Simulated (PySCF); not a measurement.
## Excitation energy of Se⁺ by level of theory

Se⁺ [Ar] 3d10 4s2 4p3 (4S) → Se⁺ [Ar] 3d10 4s1 4p3 4d1 (6D), as a difference of total energies. Computed with PySCF 2.14 in x2c-TZVPPall with one added diffuse shell each of s, p, d type (7s6p5d1f, 57 functions), with scalar relativity by spin-free X2C-1e. Correlated levels: valence: [Ar] 3d10 frozen; valence and next inner shell: [Ne] frozen. The calculations carry no spin-orbit coupling.

```tsv
method	excitation energy (eV)
UHF	18.882
LDA	21.722
PBE	21.324
PBE0	21.023
r2SCAN	20.848
r2SCANh	20.791
M06-2X	21.100
wB97M-V	21.245
B3LYP	21.676
MP2 (valence)	20.277
SCS-MP2 (valence)	20.655
MP2 (valence and next inner shell)	20.586
SCS-MP2 (valence and next inner shell)	20.891
```

Problem. How much does correlation contribute at MP2 (valence and next inner shell)?

Solution. 20.586 − (18.882) = 1.704 eV, measured against UHF.

A first-order spin-orbit estimate (lowest level to lowest level, LS coupling) adds -0.012 eV.

The promoted electron is Rydberg-like, and one or two diffuse shells describe it only roughly, which tends to raise the upper state.
